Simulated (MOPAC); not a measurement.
MOPAC input (PM3):

```
PM3 FORCE THERMO(298,298) PRECISE LET GEO-OK AUX(PRECISION=9) THREADS=1
BrCs

Cs    0.00000000 1    0.00000000 1   -1.18780977 1
Br   -0.00000000 1   -0.00000000 1    1.88500777 1
```

From the output:

```
    Br    2   0.230327   0.230287

          HEAT OF FORMATION =     -58.418490 KCALS/MOLE

          ZERO POINT ENERGY       0.127 KCAL/MOL

           NORMAL COORDINATE ANALYSIS (Total motion = 1 Angstrom)

   Root No.       1

                 1 Sig

                  88.5

           1   -0.3755
           2   -0.0000
           3    0.0000
           4    0.6245
           5    0.0000
           6   -0.0000

           MASS-WEIGHTED COORDINATE ANALYSIS (NORMAL COORDINATES)

   Root No.       1

                 1 Sig

                  88.5

           1   -0.6128
           2   -0.0000
           3    0.0000
           4    0.7903
           5    0.0000
           6   -0.0000

          DESCRIPTION OF VIBRATIONS

 VIBRATION          1    1Sig        ATOM PAIR     ENERGY CONTRIBUTION    RADIAL
 FREQUENCY            88.51         Cs1 -- Br2        +100.0% (100.0%)    100.0%
 TRANSITION DIPOLE   3.0468
 TRAVEL (Ang.)       0.1236
 REDUCED MASS       49.9023
 EFFECTIVE MASS     98.2321
 FORCE CONSTANT      0.2303

      SYMMETRY NUMBER FOR POINT-GROUP C*v =  1

          SYSTEM IS A GROUND STATE

 BrCs

          MOLECULE IS LINEAR

          THERE ARE  1 GENUINE VIBRATIONS IN THIS SYSTEM
          THIS THERMODYNAMICS CALCULATION IS LIMITED TO
          MOLECULES WHICH HAVE NO INTERNAL ROTATIONS

                    CALCULATED THERMODYNAMIC PROPERTIES
                                          *
   TEMP. (K)   PARTITION FUNCTION   H.O.F.    ENTHALPY  HEAT CAPACITY ENTROPY
                                   KCAL/MOL   CAL/MOLE    CAL/K/MOL  CAL/K/MOL

 298.00  VIB.     0.2876D+01                   474.6413     1.9572     3.6918
         ROT.     0.5789D+04                   592.1869     1.9872    19.2039
         INT.     0.1665D+05                  1066.8282     3.9444    22.8956
         TRA.     0.3001D+28                  1480.4672     4.9680    41.9670
         TOT.                      -58.418    2547.2953     8.9125    64.8626

   *: NOTE: HEATS OF FORMATION ARE RELATIVE TO THE
            ELEMENTS IN THEIR STANDARD STATE AT 298K
              (=  Standard Enthalpy of Formation).

            Hvib:  Zero-point energy is not included.
                   frequencies of less than zero cm-1 are not included.
            Hrot = (3/2)RT
            Htra = (3/2)RT + pV = (5/2)RT

            Heat capacity is Cp, not Cv

          For more information, see: HTTP://OpenMOPAC.net/Manual/thermochemistry.html

           FORCE CONSTANT IN CARTESIAN COORDINATES (Millidynes/A)

    ATOM   CHEMICAL       X               Y               Z
   NUMBER   SYMBOL  FORCE CONSTANT  FORCE CONSTANT  FORCE CONSTANT

      1      Cs        0.230328       -0.000035       -0.000035
      2      Br        0.230327       -0.000035       -0.000035

 **********************
 *                    *
 * JOB ENDED NORMALLY *
 *                    *
 **********************

 == MOPAC DONE ==
```
